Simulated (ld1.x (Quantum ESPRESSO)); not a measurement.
**Plane-wave convergence, RRKJ potential for silicon**

ld1.x (Quantum ESPRESSO) 7.5 input, shortened:

```
&input
   title='Si', zed=14., rel=1, dft='PBESOL', iswitch=3,
   config='[Ne] 3s1.75 3p2.25 3d-2'
 /
 &inputp
   pseudotype=2, tm=.false., rho0=0.005, lloc=1,
   nlcc=.false.
 /
3
3S  1  0   1.75   0.00  1.60  1.60  0.0
3D  3  2  -2.00   0.05  1.90  1.90  0.0
3P  2  1   2.25   0.00  1.80  1.80  0.0
 &test
   configts(1)='3s1.75 3p2.25'
 /
```

The pseudo-atom Hamiltonian at the reference potential is diagonalised in spherical Bessel functions j_l(qr) that vanish at 20 bohr, with q² up to the cutoff. All-electron valence levels (Ry): 3s -0.8059, 3p -0.3095.

Task: How do the lowest levels (Ry) of each channel move with the cutoff, and are there ghosts?

Result:

```tsv
cutoff (Ry)	s #1	s #2	d #1	d #2	p #1	p #2	f #1	f #2	Σ f·Δε (mRy)
8	-0.7623	-0.0204	0.0566	0.1343	-0.3089	0.0260	0.1100	0.2355	77.5
12	-0.7959	-0.0232	0.0564	0.1333	-0.3091	0.0260	0.1100	0.2355	18.4
18	-0.8041	-0.0239	0.0563	0.1326	-0.3094	0.0260	0.1100	0.2355	3.5
30	-0.8045	-0.0240	0.0562	0.1322	-0.3094	0.0260	0.1100	0.2355	2.6
40	-0.8054	-0.0241	0.0562	0.1322	-0.3095	0.0260	0.1100	0.2355	0.9
50	-0.8057	-0.0241	0.0562	0.1322	-0.3095	0.0260	0.1100	0.2355	0.3
400	-0.8059	-0.0241	0.0562	0.1322	-0.3095	0.0260	0.1100	0.2355	0.0
```

Result: no extra level below or beside the all-electron valence levels (s, d, p, f tested); 10 mRy is reached at 15 Ry and 1 mRy at 40 Ry.
